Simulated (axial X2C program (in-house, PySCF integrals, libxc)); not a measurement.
Potential curves of SnBr⁻, 2c

Computed with an axial X2C code built on PySCF integrals. Two-component (2c) means X2C with spin–orbit coupling and atomic mean-field two-electron Coulomb and Gaunt terms. Basis: Sn dyall-acv3z [12s13p10d5f1g], Br dyall-acv3z [9s10p7d5f1g] (cores contracted in-house); Gaussian nuclei, density fitting, unrestricted open shells. Masses: Sn 119.902 u, Br 78.918 u.

State: Ω = 1 (⟨Sz⟩ = 1.00, ⟨Lz⟩ = 0.00 at PBE0). Energies in eV from the lowest point of each curve. Fits are polynomials in 1 − R0/R over 0.85 to 1.23 times the lowest point R0.

```tsv
R (Å)	PBE0	MP2
2.3594	0.4811	0.5611
2.4679	0.1874	0.2340
2.5493	0.0687	0.0961
2.6306	0.0119	0.0240
2.7120	0.0000	0.0000
2.8069	0.0264	0.0155
2.9018	0.0819	0.0629
3.0239	0.1793	0.1528
3.1730	0.3175	0.2849
3.3900	0.5243	0.4858
```

Correlated methods: 12 electrons correlated (number of frozen shells: Sn 4 s, 3 p, 2 d; Br 3 s, 2 p, 1 d), 336 virtual spin orbitals or spinors in MP2.

One determinant describes the state; a PBE0 search over occupations chose it and may have missed a lower one. Density functionals use the spin component along the axis (collinear). PBE0 can misorder states that lie within some tenths of an eV, so this need not be the ground state of the molecule. The nearest other 2c determinant of the search, Ω = 0, lies 0.40 eV up at the distance of the search. With several unpaired electrons one determinant need not be a pure state. Open-shell Ω = 0 determinants with evenly filled partner blocks cannot be reached by this program, so the Ω shown need not be the lowest component. This is the Ω = 1 component of a π² triplet; the 0⁺ component is not one determinant and can lie lowest. The highest occupied level of some functionals is positive through self-interaction error; at Hartree–Fock it is bound. With the outer-core shells frozen, correlated bond lengths of heavy atoms tend to come out a few hundredths of an ångström too long. MP2 and coupled cluster on one determinant become unreliable at the stretched end.

Question: What are Re and ωe at the PBE0 level?

Answer: At PBE0, 2c: Re = 2.697 Å, ωe ≈ 172 cm⁻¹; Be follows as 0.0487 cm⁻¹.

Question: Fit the MP2 curve near its minimum: give the equilibrium distance and the harmonic wavenumber.

Answer: At MP2, 2c: Re = 2.723 Å, ωe ≈ 169 cm⁻¹; Be follows as 0.0478 cm⁻¹.
